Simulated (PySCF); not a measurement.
C3H6OSi, SMILES C1=C[SiH2]CO1.

The structure is a stationary point at PBE0-D3(BJ)/def2-SVP. This is a generated structure with no PubChem entry under its InChIKey; it may be hypothetical. Other conformers were not sampled.

Computed with PySCF with TDDFT-PBE/def2-SVPD.

Vertical excitations.  State labels are in the subgroup Cs.

```csv
state,symmetry,energy (eV),λ (nm),f,main pairs
S1,A",5.29,235,0.000,HOMO→LUMO+1 100 %
S2,A",5.46,227,0.002,HOMO→LUMO+2 100 %
S3,A',5.62,221,0.107,HOMO→LUMO 90 %
S4,A",6.27,198,0.002,HOMO→LUMO+3 99 %
S5,A",6.44,193,0.000,HOMO−1→LUMO 96 %
S6,A",6.46,192,0.006,HOMO→LUMO+4 97 %
S7,A",6.83,181,0.010,HOMO→LUMO+5 97 %
S8,A",7.00,177,0.012,HOMO→LUMO+6 98 %
S9,A',7.15,173,0.008,HOMO→LUMO+7 77 %
S10,A',7.19,173,0.015,"HOMO−1→LUMO+2 65 %, HOMO−1→LUMO+1 28 %"
T1,A',4.03,308,0,HOMO→LUMO 98 %
T2,A",5.16,240,0,HOMO→LUMO+1 99 %
T3,A",5.34,232,0,HOMO→LUMO+2 99 %
T4,A",6.17,201,0,"HOMO−1→LUMO 50 %, HOMO→LUMO+3 49 %"
```
Triplets are in the Tamm–Dancoff approximation, which puts them higher than full response would, so one can lie above its singlet here.
